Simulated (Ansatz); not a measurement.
`[F][Ge]([F])([SH])[Cl]` + NH₃ → `[NH2][Ge]([F])([F])[Cl]` + H₂S at 400 K and 1 bar (ligand exchange at a Ge–S bond).

Program: Ansatz. Geometries: PBE0-D4/def2-TZVP. ΔE: electronic, gas phase. CCSD(T)/CBS adds triple-zeta CCSD(T) − MP2 to the extrapolated MP2 energy (def2 sets, frozen cores). This one scheme is used for every species. For Ge outer-core shells are correlated without core-valence functions, which leaves a few kJ/mol of doubt a bond. Scalar relativity is left out up to krypton. Each species was taken in one conformer, which may not be the lowest.

```csv
species,CCSD(T)/CBS energy (Eh),H − E (kJ/mol),S (J/(mol·K))
`[F][Ge]([F])([SH])[Cl]`,-3133.99738,73.6,395.7
NH₃,-56.50880,104.2,203.1
`[NH2][Ge]([F])([F])[Cl]`,-2791.52510,116.4,385.1
H₂S,-398.97279,53.4,215.9
```

H − E and S are ideal-gas, rigid-rotor, harmonic terms from PBE0-D4/def2-TZVP, for one conformer and one mirror image of each species. 1 Eh = 2625.50 kJ/mol, R = 8.31446 J/(mol·K).

Q: By hand: ΔE, ΔH, ΔS and ΔG.

A: ΔE = (-2791.52510) + (-398.97279) − (-3133.99738) − (-56.50880) = 0.00829 Eh = 21.8 kJ/mol. Δ(H − E) = 116.4 + 53.4 − 73.6 − 104.2 = -8.0, so ΔH = 13.8 kJ/mol. ΔS = 385.1 + 215.9 − 395.7 − 203.1 = 2.2 J/(mol·K). ΔG = 13.8 − 400 × (2.2)/1000 = 12.9 kJ/mol.

Q: By hand: the equilibrium constant, and the temperature at which ΔG would vanish if ΔH and ΔS stayed fixed.

A: log₁₀ K = −ΔG/(RT ln 10) = -1.7. ΔG = 0 at ΔH/ΔS = 6273 K, far beyond where these terms or the molecules hold.

The number of gas molecules stays the same, so ΔS is small and ΔH decides. A doubt of 5 kJ/mol in ΔE shifts log₁₀ K by 0.7 here. Other conformers and mirror images would add mixing entropy, several J/(mol·K) or more a flexible species. These are equilibria of isolated gas molecules and say nothing of rates. Largest T1 diagnostic: 0.012 (customary marks: 0.02 for closed shells, 0.045 for open ones).
